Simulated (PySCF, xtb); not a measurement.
F₂H₄SSi₂, SMILES [SiH2](F)S[SiH2]F.

GFN2-xTB (xtb) at its own geometry gives an orbital gap of 4.57 eV and a dipole moment of 3.16 D.

Geometry: TPSSh-D3(BJ)/def2-SVP. The values are those of a single conformer.

**Question.** What does HF/def2-TZVP in PySCF give? (An estimate is asked for; the answer gives what the named calculation found.)

**Answer.** gap 13.90 eV (levels -11.13 and 2.78 eV), dipole 0.03 D.
